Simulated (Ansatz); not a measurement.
C8H14FNOTi, SMILES `C[O][Ti]1234([F])([N](C)C)[C@H]5[C@@H]1[C@@H]2[C@@H]3[C@H]54`. Charge 0, multiplicity 1. The structure was optimised at the PBE0-D4/def2-TZVP level. It is one conformer, not always the lowest.

```xyz
26

C     0.368   -0.581   -2.924
O    -0.365   -0.834   -1.757
Ti    0.230   -0.659   -0.048
F     1.813   -1.491    0.107
N     0.773    1.152   -0.073
C    -0.042    2.216   -0.594
C     1.794    1.615    0.833
C    -2.022   -0.680    0.709
C    -1.226   -0.140    1.742
C    -0.370   -1.163    2.205
C    -0.645   -2.332    1.465
C    -1.663   -2.035    0.543
H     1.080   -1.389   -3.121
H    -0.318   -0.512   -3.774
H     0.932    0.357   -2.849
H     0.576    2.964   -1.109
H    -0.593    2.743    0.202
H    -0.770    1.827   -1.309
H     2.459    2.332    0.332
H     1.367    2.123    1.712
H     2.408    0.782    1.181
H    -2.749   -0.142    0.119
H    -1.255    0.877    2.103
H     0.394   -1.058    2.961
H    -0.117   -3.270    1.551
H    -2.059   -2.702   -0.207
```

Question: What is the dipole moment at ωB97M-V/def2-TZVPP? (Best estimate.)

Answer: Ansatz gave: 1.88 D, with components (-0.83, 1.67, 0.25) D in this frame, pointing from negative to positive charge.

Question: And with PBE, r2SCAN, B3LYP? (Estimate.)

Answer: Ansatz gave: PBE 1.92 D, r2SCAN 1.94 D, B3LYP 1.96 D.

Question: Give the Mulliken charges with ωB97M-V, r2SCAN, B3LYP in def2-TZVPP. (Best estimate.)

Answer: Ansatz gave: 
```
atom  ωB97M-V  r2SCAN  B3LYP
  C1    -0.17    0.02  -0.10
  O2    -0.36   -0.39  -0.40
 Ti3     0.48    0.58   0.63
  F4    -0.34   -0.36  -0.38
  N5    -0.23   -0.23  -0.23
  C6    -0.25   -0.06  -0.18
  C7    -0.24   -0.05  -0.18
  C8    -0.08   -0.07  -0.09
  C9    -0.15   -0.14  -0.16
 C10    -0.10   -0.09  -0.12
 C11    -0.12   -0.11  -0.13
 C12    -0.12   -0.10  -0.13
 H13     0.12    0.06   0.10
 H14     0.12    0.06   0.10
 H15     0.10    0.04   0.08
 H16     0.12    0.05   0.09
 H17     0.11    0.04   0.08
 H18     0.11    0.05   0.09
 H19     0.12    0.05   0.09
 H20     0.10    0.04   0.08
 H21     0.11    0.06   0.10
 H22     0.13    0.11   0.13
 H23     0.12    0.10   0.13
 H24     0.13    0.11   0.13
 H25     0.14    0.11   0.14
 H26     0.14    0.11   0.13
```

B3LYP here is the variant with VWN-RPA as its local correlation; programs differ in this.
